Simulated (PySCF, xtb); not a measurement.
ClF2H3Si2, SMILES F[SiH](F)[SiH2]Cl. Other conformers were not sampled.

Harmonic wavenumbers (cm⁻¹) from GFN2-xTB (xtb 6.7.1) at its own minimum, in rising order: 22, 92, 152, 172, 250, 412, 441, 528, 577, 631, 653, 711, 794, 833, 852, 2214, 2237, 2356.

Question: What does PBE-D3(BJ)/def2-SVP in PySCF give at its own minimum? (An estimate is asked for; the answer gives what the named calculation found.)

Answer: 40, 70, 159, 188, 300, 418, 489, 535, 659, 746, 791, 799, 858, 897, 931, 2165, 2180, 2197. Paired by order, the mean absolute difference is 59 cm⁻¹ and the zero-point energies are 19.9 and 20.6 kcal/mol.
